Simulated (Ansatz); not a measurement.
Start from `[OH][GeH]([F])[CH2]Cl` and change one atom or group to get `[NH2][GeH]([OH])[CH2]Cl`.

Ansatz, PBE0-D4/def2-TZVP geometries, multiplicity 1. Each molecule was computed in one conformer, which needn't be the lowest.

Scalar relativity is left out up to krypton.

```json
{"property": "LUMO energy (PBE0/def2-TZVPP) / eV", "`[OH][GeH]([F])[CH2]Cl`": "-0.06"}
{"property": "HOMO–LUMO gap (B3LYP/def2-TZVPP) / eV", "`[OH][GeH]([F])[CH2]Cl`": "7.76"}
{"property": "size of the dipole moment (B3LYP/def2-TZVPP) / D", "`[OH][GeH]([F])[CH2]Cl`": "1.45"}
{"property": "HOMO energy (B3LYP/def2-TZVPP) / eV", "`[OH][GeH]([F])[CH2]Cl`": "-8.13"}
{"property": "LUMO energy (B3LYP/def2-TZVPP) / eV", "`[OH][GeH]([F])[CH2]Cl`": "-0.37"}
{"property": "HOMO–LUMO gap (ωB97M-V/def2-TZVPP) / eV", "`[OH][GeH]([F])[CH2]Cl`": "12.38"}
```

**Question.** Give the same properties after the change, and the shifts. (Estimate.)

**Answer.** The calculation gave: 
```
                                        property  `[NH2][GeH]([OH])[CH2]Cl`  shift
              LUMO energy (PBE0/def2-TZVPP) / eV                       0.32   0.38
           HOMO–LUMO gap (B3LYP/def2-TZVPP) / eV                       7.36  -0.40
size of the dipole moment (B3LYP/def2-TZVPP) / D                       1.12  -0.33
             HOMO energy (B3LYP/def2-TZVPP) / eV                      -7.35   0.78
             LUMO energy (B3LYP/def2-TZVPP) / eV                       0.01   0.38
         HOMO–LUMO gap (ωB97M-V/def2-TZVPP) / eV                      11.95  -0.43
```

With PBE0 the HOMO rises by 0.77 eV and the LUMO rises by 0.38 eV, so the gap narrows by about 0.39 eV. PBE moves the HOMO by 0.81 eV and ωB97M-V by 0.69 eV. Dipoles are sizes alone; their direction can turn.

B3LYP here is the variant with VWN-RPA as its local correlation; programs differ in this.
